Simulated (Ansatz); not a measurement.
System: 2H-oxasiline, C$_{4}$H$_{6}$OSi, net charge 0, singlet state. 
Structure (B3LYP-D3(BJ)/def2-TZVP (Ansatz, a first-principles code) minimum search):
SMILES: C1=CO[SiH2]C=C1
```xyz
12

C      1.6995     0.0783     0.0679
C      1.1130    -1.1283     0.0087
O     -0.2165    -1.3336    -0.0488
Si    -1.3795    -0.1179    -0.0567
C     -0.3846     1.4278     0.0284
C      0.9603     1.3256     0.0772
H      2.7789     0.1094     0.1104
H      1.6800    -2.0513     0.0026
H     -2.1915    -0.2664    -1.2883
H     -2.2834    -0.3387     1.0975
H     -0.8290     2.4166     0.0413
H      1.5606     2.2298     0.1277
```

Quantity: atomisation energy (electronic, to ground-state atoms), in kcal/mol. Cores are frozen in the correlated levels unless marked. Open shells are spin-unrestricted. Spin-orbit coupling is left out. No relativistic terms. The coupled-cluster limit lacks core correlation, which all-electron functionals hold. CBS marks a two-point X^-3 extrapolation of the correlation energy; Hartree-Fock from the larger set.

```json
[
 {"level": "HF/cc-pV(T+d)Z", "program": "Ansatz", "atomisation energy (kcal/mol)": "901.4"},
 {"level": "HF/cc-pV(Q+d)Z", "program": "Ansatz", "atomisation energy (kcal/mol)": "904.2"},
 {"level": "SVWN5/def2-TZVPD", "program": "Ansatz", "atomisation energy (kcal/mol)": "1415.0"},
 {"level": "PBE0/STO-3G", "program": "Ansatz", "atomisation energy (kcal/mol)": "1435.4"},
 {"level": "PBE0/def2-QZVPP", "program": "Ansatz", "atomisation energy (kcal/mol)": "1234.5"},
 {"level": "BHLYP/def2-TZVPD", "program": "Ansatz", "atomisation energy (kcal/mol)": "1184.1"},
 {"level": "CAM-B3LYP-D4/def2-TZVPD", "program": "Ansatz + dftd4", "atomisation energy (kcal/mol)": "1234.6"}
]
```

### Question
What does CCSD(T)/CBS(cc-pV(T+d)Z,cc-pV(Q+d)Z) (Ansatz) give?

### Answer
1229.2 kcal/mol, so CAM-B3LYP-D4/def2-TZVPD differs from it by 5.4 kcal/mol.
